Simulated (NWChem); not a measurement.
Program: NWChem. System: C2H8O2Si, charge 0, spin multiplicity 1, at a geometry optimised with PBE/def2-SVP. The structure started from a generated list of species. Level: RHF/def2-SVP.

Output (cleaned and shortened):

```
             Northwest Computational Chemistry Package (NWChem) 7.3.0
             --------------------------------------------------------

                                NWChem Input Module
                                -------------------

 Scaling coordinates for geometry "geometry" by  1.889725989
 (inverse scale =  0.529177249)

                             Geometry "geometry" -> ""
                             -------------------------

 Output coordinates in angstroms (scale by  1.889725989 to convert to a.u.)

  No.       Tag          Charge          X              Y              Z
 ---- ---------------- ---------- -------------- -------------- --------------
    1 C                    6.0000     2.09147300    -0.35440800     0.43570100
    2 C                    6.0000     0.83830000     0.18681500    -0.24007300
    3 O                    8.0000     0.50286100     1.52744700     0.20748200
    4 Si                  14.0000    -0.78776100    -0.81669100    -0.03442200
    5 O                    8.0000    -1.99234000     0.25162100    -0.52481600
    6 H                    1.0000     1.93198400    -0.51317100     1.52455900
    7 H                    1.0000     2.38629400    -1.33292700     0.00265700
    8 H                    1.0000     2.94324200     0.34711300     0.31300000
    9 H                    1.0000     1.02992700     0.30252800    -1.32989700
   10 H                    1.0000     0.48291200     1.50051400     1.18450600
   11 H                    1.0000    -0.87262700    -2.06637000    -0.86422800
   12 H                    1.0000    -0.90923700    -1.18648100     1.42841700
   13 H                    1.0000    -1.62664300     1.15547800    -0.41220200

 Effective nuclear repulsion energy (a.u.)     246.5183007224

            Nuclear Dipole moment (a.u.)
            ----------------------------
        X                 Y               Z
 ---------------- ---------------- ----------------
     0.0000075589    -0.0000075589     0.0000000000


 Summary of "ao basis" -> "" (spherical)
 ------------------------------------------------------------------------------
       Tag                 Description            Shells   Functions and Types
 ---------------- ------------------------------  ------  ---------------------
 *                          def2-svp                  on all atoms

 Summary of "ao basis" -> "ao basis" (spherical)
 ------------------------------------------------------------------------------
[...]
              MO Center=  3.6D-01,  1.5D-01,  1.6D-02, r^2= 3.0D+00
   Bfn.  Coefficient  Atom+Function         Bfn.  Coefficient  Atom+Function
  ----- ------------  ---------------      ----- ------------  ---------------
    18      0.310192   2 C  px               32     -0.275002   3 O  px
    35     -0.248957   3 O  px               17     -0.217403   2 C  s
    50     -0.203465   4 Si px               21      0.184617   2 C  px
    19      0.180778   2 C  py               33     -0.168735   3 O  py
    36     -0.152051   3 O  py                4     -0.150618   1 C  px

 Vector   26  Occ=0.000000D+00  E= 1.534279D-01
              MO Center=  6.4D-01, -8.3D-01,  3.0D-01, r^2= 6.6D+00
   Bfn.  Coefficient  Atom+Function         Bfn.  Coefficient  Atom+Function
  ----- ------------  ---------------      ----- ------------  ---------------
     3      1.687492   1 C  s                17      1.032428   2 C  s
    53     -0.975690   4 Si px               81     -0.796824   7 H  s
    76     -0.769398   6 H  s                86     -0.675272   8 H  s
    91     -0.416267   9 H  s                46     -0.401481   4 Si s
    63     -0.387507   5 O  s                21     -0.344021   2 C  px

 Vector   27  Occ=0.000000D+00  E= 1.583079D-01
              MO Center= -1.1D-01,  3.5D-01,  6.5D-01, r^2= 5.3D+00
   Bfn.  Coefficient  Atom+Function         Bfn.  Coefficient  Atom+Function
  ----- ------------  ---------------      ----- ------------  ---------------
    96      0.878097  10 H  s                54      0.748641   4 Si py
    31     -0.576243   3 O  s                 3     -0.567918   1 C  s
    63     -0.532388   5 O  s               101      0.517026  11 H  s
    53     -0.417450   4 Si px               76      0.359182   6 H  s
    91      0.349911   9 H  s                37     -0.293136   3 O  pz

 Vector   28  Occ=0.000000D+00  E= 2.045910D-01
              MO Center=  1.7D-01, -2.6D-01, -3.3D-01, r^2= 7.0D+00
   Bfn.  Coefficient  Atom+Function         Bfn.  Coefficient  Atom+Function
  ----- ------------  ---------------      ----- ------------  ---------------
    17      1.796250   2 C  s                91     -1.134260   9 H  s
    54     -1.105402   4 Si py                3     -1.031224   1 C  s
   106     -0.714459  12 H  s                55      0.683694   4 Si pz
    76      0.595332   6 H  s                86      0.587402   8 H  s
    96      0.576808  10 H  s                23     -0.502329   2 C  pz

 center of mass
 --------------
 x =  -0.10879094 y =   0.03673649 z =  -0.03757613

 moments of inertia (a.u.)
 ------------------
         311.277996521680         -50.827257334262        -109.963299783012
         -50.827257334262         664.206547775362          -6.080500435616
        -109.963299783012          -6.080500435616         856.364551751347

  Mulliken analysis of the total density
  --------------------------------------

    Atom       Charge   Shell Charges
 -----------   ------   -------------------------------------------------------
    1 C    6     6.05   1.99  0.86  0.23  2.03  0.91  0.04
    2 C    6     6.13   1.99  0.88  0.34  1.97  0.89  0.07
    3 O    8     8.49   1.99  1.05  0.74  2.82  1.87  0.01
    4 Si  14    13.05   2.00  1.99  0.91  0.08  5.94  1.16  0.62  0.33
    5 O    8     8.58   1.99  1.05  0.71  2.84  1.98  0.01
    6 H    1     0.97   0.75  0.19  0.02
    7 H    1     0.95   0.75  0.18  0.02
    8 H    1     0.94   0.74  0.18  0.02
    9 H    1     0.93   0.75  0.16  0.02
   10 H    1     0.79   0.67  0.05  0.07
   11 H    1     1.16   0.74  0.40  0.01
   12 H    1     1.18   0.75  0.43  0.01
   13 H    1     0.77   0.64  0.06  0.07

       Multipole analysis of the density wrt the origin
       ------------------------------------------------

     L   x y z        total         open         nuclear
     -   - - -        -----         ----         -------
     0   0 0 0      0.000000      0.000000     50.000000

     1   1 0 0      0.903647      0.000000      0.000008
     1   0 1 0     -0.201633      0.000000     -0.000008
     1   0 0 1      0.509031      0.000000      0.000000

     2   2 0 0    -32.891816      0.000000    344.772079
     2   1 1 0     -1.467494      0.000000     23.288773
     2   1 0 1     -0.941118      0.000000     60.852440
     2   0 2 0    -30.319011      0.000000    146.372251
     2   0 1 1      1.523391      0.000000      3.533212
     2   0 0 2    -28.266172      0.000000     44.996724

 Task  times  cpu:        6.2s     wall:        6.2s

 Total times  cpu:        6.3s     wall:        6.3s
```

**Question.** Write an NWChem input that would produce this output.

**Answer.** This is not unique; one that fits is 
```
start mol
memory heap 200 mb stack 800 mb global 1000 mb
geometry units angstroms nocenter noautoz noautosym
  C      2.091473    -0.354408     0.435701
  C      0.838300     0.186815    -0.240073
  O      0.502861     1.527447     0.207482
  Si    -0.787761    -0.816691    -0.034422
  O     -1.992340     0.251621    -0.524816
  H      1.931984    -0.513171     1.524559
  H      2.386294    -1.332927     0.002657
  H      2.943242     0.347113     0.313000
  H      1.029927     0.302528    -1.329897
  H      0.482912     1.500514     1.184506
  H     -0.872627    -2.066370    -0.864228
  H     -0.909237    -1.186481     1.428417
  H     -1.626643     1.155478    -0.412202
end
basis spherical
  * library def2-svp
end
scf
  rhf
  nopen 0
  maxiter 100
  thresh 1e-7
  semidirect memsize 60000000 filesize 0
end
task scf energy
```
